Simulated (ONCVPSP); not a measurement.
**Ti (Z = 22), ONCV: configuration errors across variants**

Ti (Z = 22), optimised norm-conserving Vanderbilt (ONCV), made with ONCVPSP 4.0.1 (LDA (Perdew-Wang 92), scalar-relativistic). Core [Ne], reference 3s2 3p6 3d2 4s1.75 4p0.25. Waves: 3s+4s: rc 1.75 bohr, ncon 4, nbas 7, qcut 7.8 1/bohr, 2 projectors; 3p+4p: rc 1.85 bohr, ncon 4, nbas 9, qcut 6.5 1/bohr, 2 projectors; 3d: rc 2.55 bohr, ncon 4, nbas 8, qcut 6.5 1/bohr, 2 projectors, debl 1.1 Ha. Local part: polynomial inside 1.30 bohr (lpopt 5, dvloc0 6 Ha). Core correction: Teter function, fcfact 4.25, rcfact 1.6.

All-electron excitation energies from the reference (eV): (1) 3s2 3p6 3d2 4s2 4p0 -0.769; (2) 3s2 3p6 3d2 4s1 4p0 6.760; (3) 3s2 3p6 3d2 4s0 4p0 20.554.

Errors AE − PS in meV (a dash: test not solved or not reliable):

| change | (1) | (2) | (3) | bound ghosts | GHOST(+) flags above zero |
| --- | --- | --- | --- | --- | --- |
| base | 0.0 | +0.2 | -0.6 | none | none |
| d: debl 0.2 | 0.0 | +0.2 | -0.4 | none | none |
| d: debl 0.3 | 0.0 | +0.2 | -0.4 | none | none |
| d: debl 0.5 | 0.0 | +0.2 | -0.5 | none | none |
| d: debl 1.5 | 0.0 | +0.2 | -0.7 | none | none |
| d: debl 4.3 | 0.0 | -0.1 | -4.3 | none | none |

(1) Give the same row for: d: debl 2.5.

## Answers

(1) 0.0, +0.1, -1.6; bound ghosts: none; GHOST(+) flags above zero: none.
